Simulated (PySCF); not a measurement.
C₃H₉Al, SMILES [CH3][Al]([CH3])[CH3].

Geometry: ωB97X-D3(BJ)/def2-SVP. The isomer is the one that the SMILES or the coordinates give; other isomers of the formula were not compared.

Method: PySCF 2.14.0 with TDDFT-M06-2X/def2-SVPD.

Vertical excitations. Isolated molecule, no solvent.

| state | energy (eV) | λ (nm) | f | main pairs |
|---|---|---|---|---|
| S1 | 5.56 | 223 | 0.000 | HOMO−1→LUMO+1 56 %, HOMO→LUMO+1 42 % |
| S2 | 5.56 | 223 | 0.000 | HOMO→LUMO+1 56 %, HOMO−1→LUMO+1 42 % |
| S3 | 6.43 | 193 | 0.101 | HOMO→LUMO 51 %, HOMO−1→LUMO 42 % |
| S4 | 6.43 | 193 | 0.101 | HOMO−1→LUMO 51 %, HOMO→LUMO 42 % |
| S5 | 7.90 | 157 | 0.000 | HOMO→LUMO+2 35 %, HOMO−1→LUMO+3 35 %, HOMO→LUMO+3 9 %, HOMO−1→LUMO+2 9 % |
| S6 | 8.00 | 155 | 0.025 | HOMO→LUMO+2 37 %, HOMO−1→LUMO+3 37 %, HOMO→LUMO+4 15 % |
| S7 | 8.00 | 155 | 0.025 | HOMO→LUMO+3 38 %, HOMO−1→LUMO+2 37 %, HOMO−1→LUMO+4 15 % |
| S8 | 8.01 | 155 | 0.000 | HOMO−1→LUMO+2 36 %, HOMO→LUMO+3 36 %, HOMO−1→LUMO+3 9 %, HOMO→LUMO+2 9 % |
| S9 | 8.43 | 147 | 0.031 | HOMO→LUMO+4 69 % |
| S10 | 8.43 | 147 | 0.031 | HOMO−1→LUMO+4 69 % |
| T1 | 5.26 | 236 | 0 | HOMO→LUMO+1 86 % |
| T2 | 5.26 | 236 | 0 | HOMO−1→LUMO+1 86 % |
| T3 | 6.12 | 202 | 0 | HOMO−1→LUMO 66 %, HOMO→LUMO 19 % |
| T4 | 6.12 | 202 | 0 | HOMO→LUMO 66 %, HOMO−1→LUMO 19 % |
Triplets are in the Tamm–Dancoff approximation, which puts them higher than full response would, so one can lie above its singlet here.
